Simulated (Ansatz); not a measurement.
Basis-set series for `O[SiH](O)[SiH](O)F`. Charge 0, multiplicity 1. All single points use the PBE0-D4/def2-TZVP geometry. It is one conformer, not always the lowest.

```json
{"functional": "PBE0-D4", "basis": "def2-TZVPP", "functions": "278", "energy (Eh)": "-907.32359", "HOMO (eV)": "-7.85", "LUMO (eV)": "-0.49"}
{"functional": "PBE0-D4", "basis": "def2-QZVPP", "functions": "518", "energy (Eh)": "-907.36314", "HOMO (eV)": "-7.90", "LUMO (eV)": "-0.66"}
{"functional": "ωB97M-V", "basis": "def2-TZVPP", "functions": "278", "energy (Eh)": "-907.76832", "HOMO (eV)": "-9.94", "LUMO (eV)": "1.17"}
{"functional": "ωB97M-V", "basis": "def2-QZVPP", "functions": "518", "energy (Eh)": "-907.80546", "HOMO (eV)": "-9.99", "LUMO (eV)": "0.82"}
```

Problem. Give the rows for def2-SVP. (Estimate.)

Solution. Ansatz gave: 
| functional | basis | functions | energy (Eh) | HOMO (eV) | LUMO (eV) |
| --- | --- | --- | --- | --- | --- |
| PBE0-D4 | def2-SVP | 117 | -906.68348 | -7.68 | 0.01 |
| ωB97M-V | def2-SVP | 117 | -907.11967 | -9.74 | 1.86 |

Positive LUMOs are unbound and depend on the basis.
